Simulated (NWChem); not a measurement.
System: C$_{4}$H$_{2}$F$_{2}$; SMILES F/C(=C/F)C#C

Input file for NWChem:

```
start job
memory heap 200 mb stack 900 mb global 1100 mb
geometry units angstroms
  C      1.321712    -1.948735     0.000000
  C      0.498809    -1.062397     0.000000
  C     -0.493864    -0.053219     0.000000
  F     -1.781305    -0.478418     0.000000
  C     -0.276380     1.267281     0.000000
  F      0.966827     1.763945     0.000000
  H      2.060677    -2.717878     0.000000
  H     -1.064936     2.010910     0.000000
end
basis spherical
  C library 6-31g*
  F library 6-31g*
  H library 6-31g*
end
dft
  xc hfexch
  iterations 150
end
driver
  maxiter 120
end
task dft optimize
task dft freq
```

The level has its own optimisation; frequencies are unscaled. Brackets give each atom's bonded neighbours.

Problem. Give the results of this calculation. (Hartree-Fock/6-31G* (spherical d).) Quantities: r C–C [C(CC)–C(CH)] (Å); r C–H [C(CH)–H(C)] (Å); r C–C [C(CC)–C(CCF)] (Å); r C–F [C(CCF)–F(C)] (Å); highest harmonic frequency (cm⁻¹); lowest (cm⁻¹); zero-point energy (kcal/mol); dipole (D).

Solution. The r C–C [C(CC)–C(CH)] (Å) is 1.186. The r C–H [C(CH)–H(C)] (Å) is 1.057, the r C–C [C(CC)–C(CCF)] (Å) is 1.429 and the r C–F [C(CCF)–F(C)] (Å) comes out as 1.332. The highest harmonic frequency (cm⁻¹) comes out as 3663 and the lowest (cm⁻¹) is 153. The zero-point energy (kcal/mol) is 31.7 and the dipole (D) comes out as 0.34.
